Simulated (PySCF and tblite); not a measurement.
Values are calculated unless marked as measured or tabulated.
Ring inversion: stationary points, barriers and rates

System: C₆H₁₀Si, numbered as in [CH:1]1=[CH:2][CH2:3][SiH2:4][CH:5]=[CH:6][CH2:7]1.

Motion: inversion of the 7-membered ring (1–2–3–4–5–6–7). The path came from a restrained scan, a climbing-image band and a saddle search at GFN2-xTB; energies are PBE0/pcSseg-1 + D3(BJ)//GFN2-xTB, thermal terms GFN2-xTB. Rate constants are transition-state-theory values, counting equivalent paths, without tunnelling. Programs: tblite and PySCF.

```csv
point,symmetry,E(GFN2) kcal/mol,E(DFT) kcal/mol,ZPE change kcal/mol,lowest mode cm⁻¹,dipole D
start,C1,0.0,0.0,0.00,71,0.64
saddle,C1,5.5,3.8,-0.31,92i,0.62
end,C1,0.0,0.0,0.00,72,0.64
```

```json
{
  "Electronic barrier": "3.8 kcal/mol",
  "Barrier with zero-point energy": "3.5 kcal/mol",
  "ΔH‡ (298 K)": "3.1 kcal/mol",
  "ΔS‡ (298 K, symmetry apart)": "-2.1 cal/(mol K)",
  "Paths": "2 equivalent paths",
  "End point": "the same structure with atoms interchanged, or its mirror image",
  "Mean lifetime of the start against this motion at 298 K": "44 ps",
  "Cost": "83 s on 1 thread of AMD EPYC 7R43 64-Core (shared host) (rough), peak memory 0.84 GiB, launched as `OMP_NUM_THREADS=1 python ens_run.py task.json out`"
}
```

| T/K | ΔG‡ kcal/mol | k s⁻¹ |
| --- | --- | --- |
| 150 | 3.5 | 4.2×10⁷ |
| 200 | 3.6 | 9.8×10⁸ |
| 250 | 3.7 | 6.6×10⁹ |
| 298 | 3.7 | 2.3×10¹⁰ |
| 350 | 3.8 | 6×10¹⁰ |
| 400 | 3.9 | 1.2×10¹¹ |
| 500 | 4.1 | 3.3×10¹¹ |

ΔG and ΔG‡ leave out symmetry numbers and mirror images; rates count paths: 2 out.
